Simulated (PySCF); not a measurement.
**Nuclear quadrupole coupling in `CC1=C[C@H](C)N[SiH2]1`**

Compound: C5H11NSi.
Z-matrix (Å and degrees, GFN2-xTB geometry), rows numbered from 1:
```
C 
C   1  1.4897
C   2  1.3283  1  124.94
C   3  1.4991  2  117.40  1  -178.79
C   4  1.5332  3  110.69  2   114.97
N   4  1.4468  3  106.52  2    -7.01
Si  6  1.7127  4  115.95  3    10.85
H   1  1.0898  2  109.98  3   120.80
H   1  1.0895  2  110.09  3  -121.09
H   1  1.0893  2  111.61  3    -0.13
H   3  1.0818  2  124.74  1     0.18
H   4  1.1025  3  109.87  2  -125.37
H   5  1.0877  4  109.36  3   -60.17
H   5  1.0884  4  110.51  3  -179.99
H   5  1.0872  4  110.43  3    59.76
H   6  1.0050  4  114.79  3   174.00
H   7  1.4663  2  115.59  1   -62.51
H   7  1.4725  2  113.06  1    65.22
```

Field gradients from the PBE0/pcSseg-1 density (PySCF, non-relativistic), principal values in atomic units, ordered |Vxx| ≤ |Vyy| ≤ |Vzz|:

```csv
atom,Vxx,Vyy,Vzz
N6,0.3493,0.7474,-1.0967
```

Q: Find the asymmetry η = (Vxx − Vyy)/Vzz and the couplings χ = eQV/h (234.96 MHz × Q in barn × V in au), with Q(14N) = 0.02044 b.

A: 
| atom | environment | nucleus | η | χzz (MHz) | χxx (MHz) | χyy (MHz) |
| --- | --- | --- | --- | --- | --- | --- |
| N6 | silicon-bound nitrogen | 14N | 0.36 | -5.27 | 1.68 | 3.59 |

The tensor is traceless: Vxx + Vyy + Vzz = 0.

Q: What is Vzz at N6 in SI units (1 au = 9.71736 × 10²¹ V/m²)?

A: -1.0967 au = -10.657 × 10²¹ V/m².

Were the hydrogens deuterons (Q(2H) = 0.00286 b), χzz would run from 104 kHz (H18) to 291 kHz (H16).

Geometry: GFN2-xTB; no solvent, vibrations or thermal averaging. GFN2-xTB bond lengths can be off by several hundredths of an ångström, more for odd bonds, and the gradients follow them. With a basis this small, the couplings can be 20 % off.

The run behind these numbers computed NMR shieldings as well. Hardware: an Arm Neoverse V2 with one thread, shared host with 192 logical CPUs at a one-minute load of 50. Cost: 24 s wall, 0.82 GiB resident at most.
